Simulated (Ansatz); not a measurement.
C$_{3}$H$_{7}$FSn, SMILES `C=[C](F)[SnH2][CH3]`, relaxed with RKS PBE0-D4/def2-TZVP in the Gaussian-basis code of Ansatz from a PBE-D4/def2-SVP geometry. The force threshold is 0.005 eV/Å; the program also tests the step.

Charge 0, multiplicity 1. Sn takes the def2 core potential.

Start:

```xyz
12

C    -1.621    0.816   -1.064
C    -0.854    1.327   -0.086
F    -1.089    2.583    0.373
Sn    0.804    0.309    0.887
C     0.959   -1.670    0.020
H    -2.445    1.398   -1.509
H    -1.433   -0.201   -1.437
H     2.243    1.235    0.624
H     0.479    0.240    2.585
H     0.017   -2.226    0.190
H     1.795   -2.224    0.487
H     1.144   -1.588   -1.069
```

Problem. How much energy does the relaxation release, and in how many steps? (Estimate.)

Solution. Computed: 0.06 eV, in 8 steps, 1 of them rejected.

Problem. Which bonds change most? (Estimate.)

Solution. The calculation gave: Sn4–C5 from 2.166 to 2.136 Å; C2–Sn4 from 2.176 to 2.147 Å; Sn4–H8 from 1.731 to 1.708 Å; Sn4–H9 from 1.730 to 1.708 Å.

Problem. Give the relaxed structure. (Estimate.)

Solution. The calculation gave: 
```xyz
12

C    -1.599    0.800   -1.044
C    -0.837    1.304   -0.088
F    -1.078    2.562    0.346
Sn    0.799    0.306    0.882
C     0.943   -1.641    0.016
H    -2.410    1.370   -1.486
H    -1.419   -0.205   -1.402
H     2.221    1.216    0.624
H     0.471    0.227    2.556
H     0.015   -2.188    0.177
H     1.763   -2.194    0.475
H     1.131   -1.558   -1.055
```
